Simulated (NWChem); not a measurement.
Program: NWChem. System: InO, charge 0, spin multiplicity 2, at a geometry optimised with UPBE/def2-SVP with def2 effective core potentials on In. The structure started from a generated list of species. Its SCF solution wasn't tested for a lower state. Level: UHF/def2-TZVPD with def2 effective core potentials on In.

Output (cleaned and shortened):

```
             Northwest Computational Chemistry Package (NWChem) 7.3.0
             --------------------------------------------------------

                                NWChem Input Module
                                -------------------

 Scaling coordinates for geometry "geometry" by  1.889725989
 (inverse scale =  0.529177249)

 Turning off AUTOSYM since
 SYMMETRY directive was detected!

                             Geometry "geometry" -> ""
                             -------------------------

 Output coordinates in angstroms (scale by  1.889725989 to convert to a.u.)

  No.       Tag          Charge          X              Y              Z
 ---- ---------------- ---------- -------------- -------------- --------------
    1 In                  49.0000     0.00000000     0.00000000     0.27286200
    2 O                    8.0000     0.00000000     0.00000000    -1.67127900

 Effective nuclear repulsion energy (a.u.)     106.6987845058

            Nuclear Dipole moment (a.u.)
            ----------------------------
        X                 Y               Z
 ---------------- ---------------- ----------------
     0.0000000000     0.0000000000     0.0000113384

      Symmetry information
      --------------------

 Group name             C2v
 Group number             16
 Group order               4
 No. of unique centers     2

      Symmetry unique atoms

     1    2


 Summary of "ao basis" -> "" (spherical)
 ------------------------------------------------------------------------------
       Tag                 Description            Shells   Functions and Types
 ---------------- ------------------------------  ------  ---------------------
 *                         def2-tzvpd                 on all atoms

 Summary of "ao basis" -> "ao basis" (spherical)
 ------------------------------------------------------------------------------
       Tag                 Description            Shells   Functions and Types
 ---------------- ------------------------------  ------  ---------------------
 In                        def2-tzvpd               18       56   7s5p4d2f
 O                         def2-tzvpd               14       40   6s4p3d1f

                                 NWChem SCF Module
                                 -----------------

  ao basis        = "ao basis"
  functions       =    96
  atoms           =     2
  alpha electrons =    15
  beta  electrons =    14
  charge          =   0.00
  wavefunction    = UHF
  use symmetry    = T
  symmetry adapt  = T

 Summary of "ao basis" -> "ao basis" (spherical)
 ------------------------------------------------------------------------------
       Tag                 Description            Shells   Functions and Types
 ---------------- ------------------------------  ------  ---------------------
 In                        def2-tzvpd               18       56   7s5p4d2f
 O                         def2-tzvpd               14       40   6s4p3d1f

      Symmetry analysis of basis
      --------------------------

        a1         42
        a2         10
        b1         22
        b2         22

 Forming initial guess at       0.1s

   Symmetry analysis of molecular orbitals - initial alpha
   -------------------------------------------------------

  Numbering of irreducible representations:

     1 a1          2 a2          3 b1          4 b2

  Orbital symmetries:

     1 a1          2 a1          3 b2          4 b1          5 a1
     6 a1          7 a2          8 a1          9 b1         10 b2
    11 a1         12 a1         13 b2         14 b1         15 a1
    16 b1         17 b2         18 a1         19 a1         20 a1
    21 a2         22 b1         23 b2         24 a1         25 b2

   Symmetry analysis of molecular orbitals - initial beta
   ------------------------------------------------------

  Numbering of irreducible representations:

     1 a1          2 a2          3 b1          4 b2

  Orbital symmetries:

     1 a1          2 a1          3 b2          4 b1          5 a1
     6 a1          7 a2          8 a1          9 b2         10 b1
    11 a1         12 a1         13 b1         14 b2         15 a1
    16 b1         17 b2         18 a1         19 a1         20 a1
[...]
     2      0.573231  1 In s                  5      0.566325  1 In s
     6      0.524410  1 In s                  1     -0.422043  1 In s
     3     -0.334600  1 In s                  4     -0.262792  1 In s
    19      0.220177  1 In pz                16      0.181893  1 In pz
    13     -0.173891  1 In pz                65     -0.151362  2 O  pz

 Vector   16  Occ=0.000000D+00  E= 2.182144D-02  Symmetry=b1
              MO Center=  5.8D-14,  2.4D-15,  7.6D-01, r^2= 8.0D+00
   Bfn.  Coefficient  Atom+Function         Bfn.  Coefficient  Atom+Function
  ----- ------------  ---------------      ----- ------------  ---------------
    20      0.855688  1 In px                14      0.197591  1 In px
    11     -0.191763  1 In px                17      0.184297  1 In px
    72     -0.150532  2 O  px

 Vector   17  Occ=0.000000D+00  E= 2.182144D-02  Symmetry=b2
              MO Center=  6.2D-15,  2.2D-14,  7.6D-01, r^2= 8.0D+00
   Bfn.  Coefficient  Atom+Function         Bfn.  Coefficient  Atom+Function
  ----- ------------  ---------------      ----- ------------  ---------------
    21      0.855688  1 In py                15      0.197591  1 In py
    12     -0.191763  1 In py                18      0.184297  1 In py
    73     -0.150532  2 O  py

 Vector   18  Occ=0.000000D+00  E= 5.023690D-02  Symmetry=a1
              MO Center= -4.6D-15,  6.5D-15,  9.5D-01, r^2= 1.7D+01
   Bfn.  Coefficient  Atom+Function         Bfn.  Coefficient  Atom+Function
  ----- ------------  ---------------      ----- ------------  ---------------
     7      1.871742  1 In s                  6     -1.445648  1 In s
    62     -0.287649  2 O  s                 61      0.229875  2 O  s
     2     -0.194279  1 In s

                     UHF Final Beta Molecular Orbital Analysis
                     -----------------------------------------

 Vector   12  Occ=1.000000D+00  E=-4.176019D-01  Symmetry=b1
              MO Center= -2.2D-15, -6.5D-16, -1.6D+00, r^2= 9.4D-01
   Bfn.  Coefficient  Atom+Function         Bfn.  Coefficient  Atom+Function
  ----- ------------  ---------------      ----- ------------  ---------------
    63      0.430440  2 O  px                66      0.393242  2 O  px
    69      0.309635  2 O  px

 Vector   13  Occ=1.000000D+00  E=-4.176019D-01  Symmetry=b2
              MO Center=  1.2D-16, -1.4D-14, -1.6D+00, r^2= 9.4D-01
   Bfn.  Coefficient  Atom+Function         Bfn.  Coefficient  Atom+Function
  ----- ------------  ---------------      ----- ------------  ---------------
    64      0.430440  2 O  py                67      0.393242  2 O  py
    70      0.309635  2 O  py

 Vector   14  Occ=1.000000D+00  E=-3.795975D-01  Symmetry=a1
              MO Center=  5.0D-15,  2.4D-15,  3.3D-01, r^2= 2.5D+00
   Bfn.  Coefficient  Atom+Function         Bfn.  Coefficient  Atom+Function
  ----- ------------  ---------------      ----- ------------  ---------------
     5      0.721992  1 In s                  2      0.696895  1 In s
     6      0.527676  1 In s                  1     -0.513133  1 In s
     3     -0.407804  1 In s                  4     -0.314903  1 In s

 Vector   15  Occ=0.000000D+00  E= 2.479217D-02  Symmetry=b1
              MO Center=  1.2D-14, -1.2D-14,  6.9D-01, r^2= 8.1D+00
   Bfn.  Coefficient  Atom+Function         Bfn.  Coefficient  Atom+Function
  ----- ------------  ---------------      ----- ------------  ---------------
    20      0.894621  1 In px                72     -0.204896  2 O  px
    14      0.201181  1 In px                11     -0.190873  1 In px
    17      0.189305  1 In px

 Vector   16  Occ=0.000000D+00  E= 2.479217D-02  Symmetry=b2
              MO Center=  7.4D-15,  4.5D-14,  6.9D-01, r^2= 8.1D+00
   Bfn.  Coefficient  Atom+Function         Bfn.  Coefficient  Atom+Function
  ----- ------------  ---------------      ----- ------------  ---------------
    21      0.894621  1 In py                73     -0.204896  2 O  py
    15      0.201181  1 In py                12     -0.190873  1 In py
    18      0.189305  1 In py

 Vector   17  Occ=0.000000D+00  E= 2.507701D-02  Symmetry=a1
              MO Center=  2.9D-14,  1.9D-15,  1.1D+00, r^2= 1.0D+01
   Bfn.  Coefficient  Atom+Function         Bfn.  Coefficient  Atom+Function
  ----- ------------  ---------------      ----- ------------  ---------------
     7      1.047892  1 In s                  6     -0.834227  1 In s
    22      0.438951  1 In pz                19      0.268100  1 In pz
    61      0.237844  2 O  s                 16      0.187920  1 In pz
    62      0.184554  2 O  s                 13     -0.174560  1 In pz

 center of mass
 --------------
 x =   0.00000000 y =   0.00000000 z =   0.06671123

 moments of inertia (a.u.)
 ------------------
         189.510882568924           0.000000000000           0.000000000000
           0.000000000000         189.510882568924           0.000000000000
           0.000000000000           0.000000000000           0.000000000000

  Mulliken analysis of the total density
  --------------------------------------

    Atom       Charge   Shell Charges
 -----------   ------   -------------------------------------------------------
    1 In  21    20.37   0.40 -0.84  1.58  0.85  1.06  0.85  0.01 -0.41  6.37  0.23  0.18  0.00  8.95  1.05  0.05 -0.00  0.03  0.00
    2 O    8     8.63   0.79  1.18  0.60  0.99  0.37 -0.03  1.75  1.91  1.00  0.06  0.00  0.01  0.00  0.00

  Mulliken analysis of the alpha density
  --------------------------------------

    Atom       Charge   Shell Charges
 -----------   ------   -------------------------------------------------------
    1 In  21    10.24   0.20 -0.42  0.79  0.43  0.50  0.43  0.01 -0.20  3.19  0.16  0.12  0.01  4.47  0.53  0.02 -0.00  0.02  0.00
    2 O    8     4.76   0.40  0.59  0.31  0.51  0.17 -0.01  1.09  1.17  0.52  0.02  0.00  0.00 -0.00  0.00

   Mulliken analysis of the beta density
   -------------------------------------

    Atom       Charge   Shell Charges
 -----------   ------   -------------------------------------------------------
    1 In  21    10.12   0.20 -0.42  0.79  0.42  0.56  0.43  0.00 -0.20  3.18  0.07  0.05 -0.00  4.47  0.52  0.03 -0.00  0.01  0.00
    2 O    8     3.88   0.40  0.59  0.29  0.48  0.20 -0.02  0.66  0.74  0.48  0.04  0.00  0.00  0.00  0.00

   Mulliken analysis of the spin density
   -------------------------------------

    Atom       Charge   Shell Charges
 -----------   ------   -------------------------------------------------------
    1 In  21     0.12  -0.00  0.00 -0.01  0.00 -0.06 -0.00  0.01 -0.00  0.00  0.09  0.07  0.01  0.00  0.00 -0.01  0.00  0.01  0.00
    2 O    8     0.88   0.00 -0.00  0.02  0.03 -0.04  0.01  0.43  0.43  0.04 -0.03 -0.00  0.00 -0.00  0.00

       Multipole analysis of the density wrt the origin
       ------------------------------------------------

     L   x y z        total         alpha         beta         nuclear
     -   - - -        -----         -----         ----         -------
     0   0 0 0      0.000000    -15.000000    -14.000000     29.000000

     1   1 0 0      0.000000      0.000000     -0.000000      0.000000
     1   0 1 0     -0.000000     -0.000000      0.000000      0.000000
     1   0 0 1      1.413497      9.017655      6.833594    -14.437752

     2   2 0 0    -19.626820     -9.873441     -9.753379      0.000000
     2   1 1 0      0.000000      0.000000      0.000000      0.000000
     2   1 0 1      0.000000      0.000000      0.000000      0.000000
     2   0 2 0    -19.626820     -9.873441     -9.753379      0.000000
     2   0 1 1      0.000000      0.000000      0.000000      0.000000
     2   0 0 2    -26.029983    -62.167664    -49.242592     85.380273

 Task  times  cpu:        2.7s     wall:        2.7s

 Total times  cpu:        2.7s     wall:        2.7s
```

Write an NWChem input that would produce this output.

This is not unique; one that fits is 
```
start mol
memory heap 200 mb stack 900 mb global 1100 mb
geometry units angstroms nocenter noautoz
  In     0.000000     0.000000     0.272862
  O      0.000000     0.000000    -1.671279
  symmetry group C2v
end
basis spherical
  * library def2-tzvpd
end
ecp
  In library def2-ecp
end
scf
  uhf
  nopen 1
  maxiter 100
  thresh 1e-7
  semidirect memsize 60000000 filesize 0
  # guess.movecs holds the orbitals of an unrestricted PBE0 run
  vectors input guess.movecs output mol.movecs
end
task scf energy
```
